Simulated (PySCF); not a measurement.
Si(F)2(Cl)(OH) (ClF₂HOSi), SMILES [Si](F)(O)(F)Cl. Geometry: PBE0-D3(BJ)/def2-SVP. The values are those of a single conformer.

Give the equilibrium geometry at PBE0-D3(BJ)/def2-SVP (PySCF confirms it by a frequency run) as Cartesian coordinates in Å. (The exact figures need the calculation; the answer reports its results.)

Several could match; the one computed here: 
```xyz
6

O      1.6355    -0.4749    -0.5433
Si     0.1139    -0.3253     0.0010
F     -0.0355    -0.8559     1.5037
F     -0.8112    -1.2380    -0.9229
Cl    -0.5510     1.5918    -0.0387
H      2.3088     0.1390    -0.2372
```
Charge 0, spin multiplicity 1.
